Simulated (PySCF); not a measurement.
# Computed records: B2GeH6N

All values are calculated (PySCF 2.14.0). Calculation on a computer-drawn molecule: optimised geometry and harmonic frequencies of an isolated molecule of the commonest isotopes, restricted reference for singlets and unrestricted otherwise, frozen core in MP2; on germanium a core potential holds 10 electrons, which the energies leave out, and 3d is frozen in MP2 and coupled-cluster steps.

Entry: B2GeH6N

Start structure:
```xyz
10
B2GeH6N
B     -1.2567    -1.1886    -2.9677
Ge    -1.5694    -1.0360    -1.1400
B     -0.6514    -0.1771     0.4637
N     -1.2424    -0.2683     1.6937
H     -0.2825    -0.7621    -3.4682
H     -1.9363    -1.7608    -3.7727
H     -3.0104    -1.6640    -0.6416
H      0.4359     0.3797     0.3894
H     -2.1114    -0.7032     1.9506
H     -0.8278     0.1552     2.5530
```

* charge: 0
* multiplicity: 2
* method: HF
* basis: cc-pVDZ
* basis and core potential on germanium: cc-pVDZ-PP ECP10MDF
* rotational constants: 19.67, 2.264, 2.03 GHz
* total energy: -400.6878 hartree
* spin squared: 0.7608
* convergence status largest gradient component: 2.658e-05 hartree/bohr

Drawn bonds:
```
atom  other atom  order
   1           2      1
   2           3      1
   3           4      1
   1           5      1
   1           6      1
   2           7      1
   3           8      1
   4           9      1
   4          10      1
```

Optimised structure:
```xyz
10
B2GeH6N
B     -1.2008    -1.1850    -3.0223
Ge    -1.7538    -1.1001    -1.0852
B     -0.7088    -0.2177     0.4716
N     -1.2023    -0.2232     1.7679
H     -0.1650    -0.6880    -3.3648
H     -1.8945    -1.7257    -3.8360
H     -3.0912    -1.7531    -0.6902
H      0.3468     0.3117     0.2554
H     -2.0702    -0.6412     2.0323
H     -0.7127     0.1970     2.5315
```

Modes:
```
frequency (cm⁻¹)  reduced mass (dalton)
            68.5                  2.678
           111.8                  3.041
           216.1                  1.148
           280.7                  3.536
           383.2                   1.03
           524.7                  2.561
           538.6                   1.23
           605.2                  3.805
           610.7                  1.347
           657.1                   1.36
           818.3                  1.155
           906.1                  1.273
           952.9                  1.159
           962.1                  1.112
            1210                  1.461
            1251                  1.155
            1389                  3.609
            1757                  1.211
            2173                  1.021
            2679                  1.051
            2700                  1.095
            2769                  1.129
            3805                  1.051
            3906                  1.099
```
